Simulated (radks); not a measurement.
All-electron atom: C in [He] 2s2 2p2 (the NIST ground configuration). All-electron calculation, Dirac Kohn-Sham, PBE, spin-unpolarised, spherical densities, finite nucleus; open shells are shared between the two j in proportion to 2j + 1; Fermi nuclear charge, rms radius 2.4702 fm. Program: a radial shooting solver on a logarithmic mesh with Libxc functionals. Some entries of the table are withheld. Estimate them.

| orbital | occ. | eigenvalue (eV) | r(max) (bohr) |
|---|---|---|---|
| 1s1/2 | 2 | -273.3755 | (1) |
| 2s1/2 | 2 | -13.7506 | (2) |
| 2p1/2 | 0.666667 | (3) | 1.203 |
| 2p3/2 | 1.33333 | (4) | 1.203 |

Answer. 
(1) 1s1/2 r(max) (bohr): 0.1739
(2) 2s1/2 r(max) (bohr): 1.213
(3) 2p1/2 eigenvalue (eV): -5.2911
(4) 2p3/2 eigenvalue (eV): -5.2824
